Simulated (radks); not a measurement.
Values are calculated unless marked as measured or tabulated.
Mg III, 10 electrons, occupied as [Ne]. Code: a radial shooting solver on a logarithmic mesh with Libxc functionals. Model: non-relativistic Kohn-Sham, exchange-only LDA, spin-polarised, spherical densities, point nucleus.

Normalised radial functions P(r) = r R(r), r in bohr:

r             1s       2s
0.004173  0.3173   0.0804
0.00463   0.3502   0.0887
0.005138  0.3862   0.0978
0.005656  0.4225   0.1070
0.006275  0.4653   0.1178
0.006963  0.5121   0.1296
0.007726  0.5630   0.1425
0.008505  0.6140   0.1553
0.009437  0.6737   0.1704
0.01047   0.7383   0.1867
0.01162   0.8081   0.2043
0.01279   0.8771   0.2216
0.01419   0.9571   0.2417
0.01575   1.0424   0.2630
0.01747   1.1331   0.2857
0.01923   1.2213   0.3076
0.02134   1.3215   0.3323
0.02368   1.4260   0.3580
0.02628   1.5341   0.3843
0.02892   1.6362   0.4089
0.03209   1.7484   0.4354
0.03561   1.8606   0.4614
0.03951   1.9711   0.4861
0.04384   2.0777   0.5089
0.04826   2.1707   0.5274
0.05355   2.2627   0.5438
0.05942   2.3429   0.5551
0.06593   2.4080   0.5601
0.07258   2.4519   0.5578
0.08053   2.4788   0.5465
0.08936   2.4812   0.5244
0.09915   2.4566   0.4901
0.1091    2.4082   0.4462
0.1211    2.3270   0.3844
0.1344    2.2159   0.3068
0.1491    2.0764   0.2130
0.1641    1.9248   0.1123
0.1821    1.7402  -0.0112
0.2021    1.5398  -0.1479
0.2242    1.3307  -0.2949
0.2468    1.1364  -0.4363
0.2739    0.9319  -0.5913
0.3039    0.7405  -0.7425
0.3372    0.5683  -0.8836
0.3741    0.4199  -1.0081
0.4118    0.3059  -1.1030
0.457     0.2076  -1.1788
0.5071    0.1339  -1.2228
0.5626    0.0817  -1.2325
0.6193    0.0490  -1.2108
0.6872    0.0264  -1.1560
0.7625    0.0132  -1.0725
0.8461    0.0061  -0.9662
0.9314    0.0028  -0.8538
1.033     0.0011  -0.7238
1.147     0.0004  -0.5928
1.272     0.0001  -0.4679
1.401     0.0000  -0.3628
1.554     0.0000  -0.2641
1.724     0.0000  -0.1833
1.913     0.0000  -0.1208
2.106     0.0000  -0.0780
2.337     0.0000  -0.0458
2.593     0.0000  -0.0251

1s: eigenvalue -1269.1 eV, 0 radial nodes, <r> = 0.131 bohr, 90 % of the charge inside 0.235 bohr. 2s: eigenvalue -97.198 eV, 1 radial node at r = 0.180 bohr, <r> = 0.701 bohr, 90 % of the charge inside 1.12 bohr.
